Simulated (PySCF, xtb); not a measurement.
NbF₄Cl, SMILES [F][Nb]([F])([F])([F])[Cl], multiplicity 1.

GFN2-xTB (xtb) at its own geometry gives an orbital gap of 4.17 eV and a dipole moment of 2.26 D.

Geometry: B3LYP-D3(BJ)/def2-SVP. The spin state was assumed, not searched. The structure was generated by enumeration; whether it is a known compound was not checked. The def2 effective core potentials stand for the cores of Nb; spin–orbit coupling is left out.

Question: What does PySCF with PBE/def2-TZVP give? (An estimate is asked for; the answer gives what the named calculation found.)

Answer: gap 5.32 eV (levels -9.41 and -4.09 eV), dipole 1.24 D.
